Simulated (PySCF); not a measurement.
Compound: C₂H₄OSe.
SMILES: `C(C=O)[SeH]`

Theory: EOM-IP-CCSD/aug-cc-pVDZ in PySCF, restricted Hartree–Fock reference, 12 core orbitals frozen, non-relativistic, gas phase, PBE0-D3(BJ)/def2-SVP geometry.

Hartree–Fock orbital energies give these Koopmans values (eV): HOMO 9.31, HOMO-1 11.90, HOMO-2 12.54, HOMO-3 13.99, HOMO-4 14.39, HOMO-5 17.21, HOMO-6 17.74, HOMO-7 18.96.

Task: What vertical ionisation energies does EOM-IP-CCSD give?

Result: 
```json
{"leading hole (HF orbital)": "HOMO", "Koopmans (eV)": "9.31", "EOM-IP-CCSD (eV)": "8.92", "change (eV)": "-0.39", "one-hole share": "0.96"}
{"leading hole (HF orbital)": "HOMO-1", "Koopmans (eV)": "11.90", "EOM-IP-CCSD (eV)": "10.38", "change (eV)": "-1.52", "one-hole share": "0.95"}
{"leading hole (HF orbital)": "HOMO-2", "Koopmans (eV)": "12.54", "EOM-IP-CCSD (eV)": "11.83", "change (eV)": "-0.71", "one-hole share": "0.96"}
{"leading hole (HF orbital)": "HOMO-3", "Koopmans (eV)": "13.99", "EOM-IP-CCSD (eV)": "13.18", "change (eV)": "-0.81", "one-hole share": "0.95"}
{"leading hole (HF orbital)": "HOMO-4", "Koopmans (eV)": "14.39", "EOM-IP-CCSD (eV)": "13.62", "change (eV)": "-0.77", "one-hole share": "0.94"}
{"leading hole (HF orbital)": "HOMO-6", "Koopmans (eV)": "17.74", "EOM-IP-CCSD (eV)": "15.76", "change (eV)": "-1.98", "one-hole share": "0.94"}
{"leading hole (HF orbital)": "HOMO-5", "Koopmans (eV)": "17.21", "EOM-IP-CCSD (eV)": "15.97", "change (eV)": "-1.24", "one-hole share": "0.93"}
{"leading hole (HF orbital)": "HOMO-7", "Koopmans (eV)": "18.96", "EOM-IP-CCSD (eV)": "16.84", "change (eV)": "-2.12", "one-hole share": "0.92"}
```

Task: Does the order of the lines follow the orbital energies?

Result: No: the HOMO-6 hole (15.76 eV) falls below the HOMO-5 hole (15.97 eV). The corrections run from -2.12 to -0.39 eV, with a mean of -1.19 eV over the 8 lines; no line lies above its Koopmans value. Koopmans values leave out both the relaxation of the orbitals and the change in correlation energy.

Task: At what kinetic energies would He I light (21.22 eV) eject these electrons?

Result: 12.30 eV (HOMO), 10.84 eV (HOMO-1), 9.39 eV (HOMO-2), 8.04 eV (HOMO-3), 7.60 eV (HOMO-4), 5.46 eV (HOMO-6), 5.25 eV (HOMO-5), 4.38 eV (HOMO-7).

Task: What total energy has the lowest final state, and which wavelength reaches it?

Result: E(CCSD) + ionisation energy = -2553.40012 + 0.32764 = -2553.07248 Eh, at the geometry of the initial state. The threshold wavelength is 1239.84 eV nm/8.92 eV = 139.0 nm.

One root was sought for each valence orbital with −ε under 21 eV, eight at most, so deeper holes and satellites are missing; no vibrational structure.

The values belong to the conformer `[O:1]=[CH:2][CH2:3][SeH:4]`: O1–C2–C3–Se4 0°, H–Se4–C3–C2 0°.
